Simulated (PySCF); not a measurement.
trichloro(chlorosilyl)silane (Cl4H2Si2), SMILES Cl[SiH2][Si](Cl)(Cl)Cl.

Geometry optimised at ωB97X-D3(BJ)/def2-SVP. The values are those of a single conformer.

The numbers are results of HF/def2-TZVP (PySCF), not measurements.

Symmetry labels are those of the subgroup Cs that the program uses (full group Cs).

**Question.** List the valence orbital energies around the gap with their symmetry. (Estimate from the structure and the level; the computed values follow.)

**Answer.** 
```json
[
 {"orbital": "HOMO−7", "symmetry": "A'", "energy (eV)": "-13.81"},
 {"orbital": "HOMO−6", "symmetry": "A\"", "energy (eV)": "-13.81"},
 {"orbital": "HOMO−5", "symmetry": "A'", "energy (eV)": "-13.43"},
 {"orbital": "HOMO−4", "symmetry": "A\"", "energy (eV)": "-13.08"},
 {"orbital": "HOMO−3", "symmetry": "A'", "energy (eV)": "-13.06"},
 {"orbital": "HOMO−2", "symmetry": "A\"", "energy (eV)": "-12.74"},
 {"orbital": "HOMO−1", "symmetry": "A\"", "energy (eV)": "-12.66"},
 {"orbital": "HOMO", "symmetry": "A'", "energy (eV)": "-11.38"},
 {"orbital": "LUMO", "symmetry": "A'", "energy (eV)": "2.26"},
 {"orbital": "LUMO+1", "symmetry": "A\"", "energy (eV)": "2.86"},
 {"orbital": "LUMO+2", "symmetry": "A'", "energy (eV)": "3.23"},
 {"orbital": "LUMO+3", "symmetry": "A'", "energy (eV)": "3.99"}
]
```
